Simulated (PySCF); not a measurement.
C₄H₃ClF₂, SMILES C(=C(F)F)=C(Cl)C. Heavy atoms are numbered as in [CH3:1][C:2]([Cl:3])=[C:4]=[C:5]([F:6])[F:7]. Hydrogens are named by the atom that carries them.

Coordinates come from a B3LYP-D3(BJ)/def2-SVP optimisation. This is a generated structure with no PubChem entry under its InChIKey; it may be hypothetical.

These are PBE/pcSseg-1 run with PySCF values and carry that method's errors.

GIAO shieldings, no solvent; atoms alike by connectivity are averaged. δ = σ(ref) − σ: ¹³C against TMS (σ = 182.0 ppm); ³⁵Cl against HCl (σ = 936.5 ppm); ¹⁹F against CFCl3 (σ = 133.6 ppm); ¹H against TMS (σ = 31.49 ppm), references at their B3LYP-D3(BJ)/def2-TZVP geometries, non-relativistic (without spin–orbit terms, shifts of atoms bonded to Cl or Br come out too high).

```json
[
 {"atoms": "C4", "nucleus": "¹³C", "count": "1", "δ (ppm)": "[?]"},
 {"atoms": "C5", "nucleus": "¹³C", "count": "1", "δ (ppm)": "159.4"},
 {"atoms": "C2", "nucleus": "¹³C", "count": "1", "δ (ppm)": "135.0"},
 {"atoms": "C1 (CH3)", "nucleus": "¹³C", "count": "1", "δ (ppm)": "[?]"},
 {"atoms": "Cl3", "nucleus": "³⁵Cl", "count": "1", "δ (ppm)": "384.9"},
 {"atoms": "F6", "nucleus": "¹⁹F", "count": "2", "δ (ppm)": "-97.7"},
 {"atoms": "H on C1", "nucleus": "¹H", "count": "3", "δ (ppm)": "[?]"}
]
```

### Question
Some entries are withheld; supply them. (An estimate is asked for; the answer gives what the named calculation found.)

### Answer

- C4, δ (ppm): 175.8
- C1 (CH3), δ (ppm): 33.9
- H on C1, δ (ppm): 2.62
